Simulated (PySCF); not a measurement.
Two species compared at the same levels of theory.

First species: C4H7 (charge +1).
Cartesian coordinates in Å at the PBE0-D3(BJ)/def2-SVP level; atoms count from 1:
```
atom  x, y, z in Å
C1     1.6114    0.5844    0.1652
C2     0.9939   -0.5513   -0.2818
C3    -0.4042   -0.7023   -0.2773
C4    -1.4184    0.2294    0.1715
H5     1.0548    1.4439    0.5526
H6     2.7033    0.6713    0.1478
H7     1.5973   -1.3808   -0.6610
H8    -0.7807   -1.6597   -0.6661
H9    -1.0687    1.1926    0.5573
H10   -2.0419   -0.2881    0.9301
H11   -2.1379    0.3804   -0.6594
```

Second species: C2H8Si2.
Atom-mapped SMILES: `[SiH3:1]/[CH:2]=[CH:3]\[SiH3:4]` (hydrogens: H5, H6, H7 on Si1; H8 on C2; H9 on C3; H10, H11, H12 on Si4)

Geometry (PBE0-D3(BJ)/def2-SVP, Å), atoms numbered from 1 in this order:
```
atom  x, y, z in Å
Si1    1.7124   -0.6845   -0.3401
C2     0.7253    0.9066   -0.4561
C3    -0.5590    1.0810   -0.0934
Si4   -1.7477   -0.2189    0.5748
H5     3.0385   -0.3999    0.2885
H6     1.9576   -1.2636   -1.6973
H7     0.9802   -1.6853    0.4928
H8     1.2675    1.7835   -0.8410
H9    -0.9813    2.0909   -0.2043
H10   -1.6837   -1.4829   -0.2193
H11   -3.1342    0.3313    0.4882
H12   -1.4578   -0.5423    2.0062
```

Levels: CAM-B3LYP/def2-SVPD for HOMO energy, LUMO energy, HOMO–LUMO gap, static isotropic polarisability and electronic spatial extent ⟨r²⟩ about the centre of nuclear charge; TDDFT CAM-B3LYP/def2-SVPD for lowest singlet excitation; TDA CAM-B3LYP/def2-SVPD for lowest triplet excitation (Tamm–Dancoff); ΔSCF CAM-B3LYP/def2-SVPD for vertical ionisation energy; PBE0-D3(BJ)/def2-SVP for rotational constant A and rotational constant C. Geometries: PBE0-D3(BJ)/def2-SVP. All species are isolated and taken at one optimised geometry, non-relativistic unless stated; the electronic structure was computed with PySCF and density fitting.

Dipoles, sizes and rotational constants follow the conformer. The torsions of the flexible species, by atom-mapped SMILES:
- `[CH2:1]=[CH:2][CH+:3][CH3:4]`: C1–C2–C3–C4 0°

Values for the first species:

| Quantity | Value |
| --- | --- |
| HOMO energy | -16.10 eV |
| LUMO energy | -8.34 eV |
| HOMO–LUMO gap | 7.76 eV |
| Lowest singlet excitation | 5.16 eV |
| Lowest triplet excitation (Tamm–Dancoff) | 2.61 eV |
| Static isotropic polarisability | 47.4 au |
| Vertical ionisation energy | 17.10 eV |
| Electronic spatial extent ⟨r²⟩ about the centre of nuclear charge | 307 bohr² |
| Rotational constant A | 18.367 GHz |
| Rotational constant C | 4.360 GHz |

Problem. Estimate the same properties for the second species, and the change in each.

Solution. 
```csv
property,first,second,second less first
HOMO energy,-16.10 eV,-9.26 eV,+6.84 eV
LUMO energy,-8.34 eV,-0.02 eV,+8.32 eV
HOMO–LUMO gap,7.76 eV,9.24 eV,+1.48 eV
lowest singlet excitation,5.16 eV,5.84 eV,+0.68 eV
lowest triplet excitation (Tamm–Dancoff),2.61 eV,3.89 eV,+1.28 eV
static isotropic polarisability,47.4 au,81.6 au,+34.2 au
vertical ionisation energy,17.10 eV,10.00 eV,-7.10 eV
electronic spatial extent ⟨r²⟩ about the centre of nuclear charge,307 bohr²,704 bohr²,+397 bohr²
rotational constant A,18.367 GHz,8.602 GHz,-9.765 GHz
rotational constant C,4.360 GHz,1.806 GHz,-2.554 GHz
```

On the first: The 10 singlets span 5.16 to 9.99 eV, and their oscillator strengths add up to 0.63. The ΔSCF ionisation energy exceeds −ε(HOMO) by 1.00 eV with CAM-B3LYP.

On the second: In wavenumbers S1 is 47100 cm⁻¹ (1 eV = 8065.54 cm⁻¹). No computed singlet falls in the visible range (750 to 380 nm, 1.65 to 3.26 eV); S1 lies 2.58 eV above its blue end.
